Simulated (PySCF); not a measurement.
## Nb³⁺ (niobium, charge +3) across methods

[Kr] 4d2, high-spin 3F determinant. All numbers are calculated (PySCF 2.14, scalar relativity by spin-free X2C-1e, in x2c-TZVPPall).

```tsv
method	E (hartree)	mean ε 4p α (eV)	mean ε 4p β (eV)	mean ε 4d α (eV)	Σ⟨r²⟩ (bohr²)	⟨S²⟩
r2SCAN	-3817.62	-66.160	-64.486	-32.056	25.15	2.002
BLYP	-3817.74	-64.951	-63.590	-31.550	25.29	2.001
PBE0	-3817.31	-68.034	-66.086	-33.375	25.16	2.001
PBE	-3817.22	-65.195	-63.751	-31.727	25.23	2.001
UHF	-3815.64451	-75.344	-71.669	-37.514	25.21	2.005
wB97M-V	-3817.35	-70.424	-68.701	-35.541	25.25	2.001
M06	-3817.64	-67.861	-66.424	-32.782	25.22	2.000
wB97X	-3817.73	-70.417	-68.574	-35.637	25.07	2.001
LDA	-3812.99	-65.312	-63.976	-31.612	25.24	2.000
```
